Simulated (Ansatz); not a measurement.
```yaml
crystal:
  periodic: [false, false, false]
  atoms:
    - {symbol: C, position_ang: [-0.589239, 0.279595, 1.472307]}
    - {symbol: C, position_ang: [0.278506, 0.641853, 0.074202]}
    - {symbol: F, position_ang: [1.712750, 1.047003, 0.475808]}
    - {symbol: Si, position_ang: [0.388500, -0.916127, -1.393135]}
    - {symbol: Cl, position_ang: [-0.555929, 2.231480, -0.841353]}
    - {symbol: H, position_ang: [-0.598089, 1.246737, 2.220566]}
    - {symbol: H, position_ang: [-1.740621, -0.019070, 1.196277]}
    - {symbol: H, position_ang: [-0.058986, -0.663061, 2.044910]}
    - {symbol: H, position_ang: [1.115452, -2.239839, -0.692599]}
    - {symbol: H, position_ang: [-1.160117, -1.300780, -1.854262]}
    - {symbol: H, position_ang: [1.281134, -0.371744, -2.679651]}
basis:
  gaussian: {orbitals: cc-pVTZ-DK}
hamiltonian: {xc: {name: SPW92}}
accuracy: high
scf: {lower_state_search: light}
output: {forces: true}
```

```sh
$ ansatz run in.yaml --threads 4 --pin off --events-out ev --progress --plain --max-ram 10444MiB
```

Shortened log:

```
Functional definition: SPW92
4346 factors; integrals over basis functions are off by at most 1.0e-8 eV
mean field evaluation 1: about -25230.5289 eV, gradient 5.0e1 eV
mean field evaluation 2: about -25217.2972 eV, gradient 8.2e1 eV
mean field evaluation 4: about -25236.1466 eV, gradient 1.1e1 eV
mean field evaluation 8: about -25236.4189 eV, gradient 4.0e-1 eV
mean field evaluation 16: about -25236.4066 eV, gradient 2.9e-4 eV
mean field -25236.40662471 eV, -927.4208376072 hartree, gradient 3.6e-8 eV, S^2 0.000000; 0 other end points of the search recorded, 0 dependent functions left out
reference -25236.40662875 eV, -927.4208377558 hartree; 29, 29 occupied and 213, 213 virtual orbitals, 4346 factors
Total energy: -25236.40662875 eV, -927.4208377558 hartree
Relativity: scalar
Atom 0 at    -0.589239     0.279595     1.472307 Å, force     0.412684     0.376444    -0.373564 eV/Å
Atom 1 at     0.278506     0.641853     0.074202 Å, force     0.747345     0.149902     1.215272 eV/Å
Atom 2 at     1.712750     1.047003     0.475808 Å, force    -4.018142    -1.049946    -1.081217 eV/Å
Atom 3 at     0.388500    -0.916127    -1.393135 Å, force     0.073807     0.488201     0.326504 eV/Å
Atom 4 at    -0.555929     2.231480    -0.841353 Å, force     1.199657    -2.206803     1.340101 eV/Å
Atom 5 at    -0.598089     1.246737     2.220566 Å, force     0.085801    -2.202174    -1.832441 eV/Å
Atom 6 at    -1.740621    -0.019070     1.196277 Å, force     2.723265     0.738042     0.444136 eV/Å
Atom 7 at    -0.058986    -0.663061     2.044910 Å, force    -1.099378     2.186618    -1.452244 eV/Å
Atom 8 at     1.115452    -2.239839    -0.692599 Å, force    -0.874100     1.621695    -0.787105 eV/Å
Atom 9 at    -1.160117    -1.300780    -1.854262 Å, force     1.849168     0.523084     0.604071 eV/Å
Atom 10 at     1.281134    -0.371744    -2.679651 Å, force    -1.100106    -0.625062     1.596488 eV/Å
Dipole moment:    -0.242950    -0.507453     0.128261 e Å
```

Run time 14 s (4 threads of an Arm Neoverse V2 on a shared host); peak host memory 1.5 GiB.
